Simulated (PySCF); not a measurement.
Isomers of C9H10O. Method: PySCF, PBE0-D3(BJ)/def2-SVP geometry optimisation, gas phase. One conformer each; no zero-point energy, no entropy. No frequencies were run at this level. Point groups hold within 0.08 Å.

Question: Order them by energy at this level, lowest first, and give relative energies in kJ/mol.
A. `[CH2:1]=[CH:2][c:3]1[cH:4][cH:5][c:6]([O:7][CH3:8])[cH:9][cH:10]1` with C1–C2–C3–C4 180°, C5–C6–O7–C8 180°
B. `[CH3:1][C:2](=[O:3])[c:4]1[cH:5][cH:6][c:7]([CH3:8])[cH:9][cH:10]1` with C1–C2–C4–C5 180°
C. `[CH3:1][c:2]1[cH:3][cH:4][cH:5][c:6]([CH:7]=[O:8])[c:9]1[CH3:10]` with C5–C6–C7–O8 0°
D. `[CH2:1]=[CH:2][c:3]1[cH:4][cH:5][c:6]([CH2:7][OH:8])[cH:9][cH:10]1` with C1–C2–C3–C4 178°, C5–C6–C7–O8 -26°, C6–C7–O8–H -59°
E. `[O:1]=[CH:2][C:3]1=[CH:4][C:5]2([CH:6]=[CH:7]1)[CH2:8][CH2:9][CH2:10]2` with O1–C2–C3–C4 0°
F. `[CH3:1][O:2]/[CH:3]=[CH:4]/[c:5]1[cH:6][cH:7][cH:8][cH:9][cH:10]1` with C1–O2–C3–C4 0°, C3–C4–C5–C6 3°

Answer: B (0.0), C (26.9), D (101.3), F (112.1), A (117.0), E (213.6).

As drawn, the lowest has an aromatic ring, which the highest lacks; the highest has a four-membered ring, a C=C bond outside aromatic rings and a quaternary carbon, which the lowest lacks. Neighbours under 10 kJ/mol apart (CO/C=C/c1ccccc1 and C=Cc1ccc(OC)cc1) can change places with a better method, another conformer or zero-point energy.

```
             SMILES      E (Eh)  E rel (kJ/mol)  dipole (D)  point group       A, B, C (MHz)
  CC(=O)c1ccc(C)cc1  -423.42874             0.0        3.36            –  3627, 786.7, 651.8
    Cc1cccc(C=O)c1C  -423.41850            26.9        3.67           Cs   2236, 1107, 747.3
    C=Cc1ccc(CO)cc1  -423.39018           101.3        1.25           C1  4466, 674.9, 593.9
    CO/C=C/c1ccccc1  -423.38604           112.1        1.35      near Cs  4341, 620.9, 545.2
    C=Cc1ccc(OC)cc1  -423.38418           117.0        1.61           Cs  4155, 716.7, 613.7
O=CC1=CC2(C=C1)CCC2  -423.34737           213.6        3.50           Cs  2845, 883.6, 752.6
```
